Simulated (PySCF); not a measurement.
# Telling isomers of C5H2F3NO apart by NMR

[PySCF: geometry: GFN2-xTB; PBE0/pcSseg-1 with gauge-including orbitals; one conformer; in vacuum; rapidly exchanging positions averaged; relativity neglected]

Chemical shifts δ = σref − σ; TMS for ¹H (σ = 31.72 ppm) and ¹³C (σ = 186.93 ppm), all at this level. Splittings of carbon signals by F and P are missing where no couplings were computed. Where no couplings were computed, multiplicities follow the n + 1 count of equivalent neighbours, and m marks all less simple cases (inequivalent or close neighbours, rings, F or P nearby). Acid and N–H amide carbonyl carbons lie up to 10 ppm further downfield in solution (hydrogen bonding). Shifts are as computed. Against solution values, carbons near 30 ppm lie about +3 ppm off and those near 130 ppm about +5 ppm (rms about the fit 2.1 ppm; single classes can miss by 10 ppm). Of 1328 compounds with measured shifts, 309 miss one by over three times the rms of a fit or turn the order of signals round; such compounds aren't used in these exercises. Signals without a measured value on file couldn't be tested in this way; 1H shifts scatter by 0.2 ppm about their fit, and single ones miss by 0.5 ppm. Groups on amide-type nitrogens are kept apart (slow C–N rotation). OH and NH positions are gas-phase values without hydrogen bonding to other molecules.

(1) Tabulate the signals of `FC(F)=C(F)c1ccon1`, `N#CCC(=C=O)C(F)(F)F`, `NC(=O)C#CC(F)=C(F)F` and their relative energies.

(2) What is the quickest way to tell FC(F)=C(F)c1ccon1 from N#CCC(=C=O)C(F)(F)F?

(3) What is the quickest way to tell N#CCC(=C=O)C(F)(F)F from NC(=O)C#CC(F)=C(F)F?

(4) What is the quickest way to tell FC(F)=C(F)c1ccon1 from NC(=O)C#CC(F)=C(F)F?

Answers

(1) 
```tsv
SMILES	carbon types	δC	δH	E rel. (kcal/mol)
FC(F)=C(F)c1ccon1	3×C 2×CH	169.7, 165.7, 159.3, 132.4, 109.9	8.69 (m, 1H), 6.79 (m, 1H)	36.0
N#CCC(=C=O)C(F)(F)F	4×C 1×CH2	196.6, 135.5, 120.6, 35.9, 13.3	3.09 (s, 2H)	0.0
NC(=O)C#CC(F)=C(F)F	5×C	176.2, 152.5, 123.8, 109.2, 76.4	5.22 (br, 1H), 4.72 (br, 1H)	33.1
```

Energies are electronic energies at PBE0/pcSseg-1 on these geometries, without zero-point or thermal terms, each for the one conformer computed, which needn't be the lowest.

(2) Both give the same number of carbon signals, but DEPT or the intensities differ. The first has an aromatic CH next to the ring oxygen at 165.7 ppm, the second a terminal carbon of a ketene (C) at 35.9 ppm. Their most deshielded carbons lie at 169.7 and 196.6 ppm. In the proton spectra the most deshielded non-exchanging signals are 8.69 (m, 1H) and 3.09 (s, 2H).

(3) Both give the same number of carbon signals, but DEPT or the intensities differ. The first has an allylic sp3 CH2 at 13.3 ppm, the second an alkyne carbon (C) at 76.4 ppm. Their most deshielded carbons lie at 196.6 and 176.2 ppm.

(4) Both give the same number of carbon signals, but DEPT or the intensities differ. The first has an aromatic CH next to the ring oxygen at 165.7 ppm, the second an alkyne carbon (C) at 76.4 ppm. Their most deshielded carbons lie at 169.7 and 176.2 ppm.
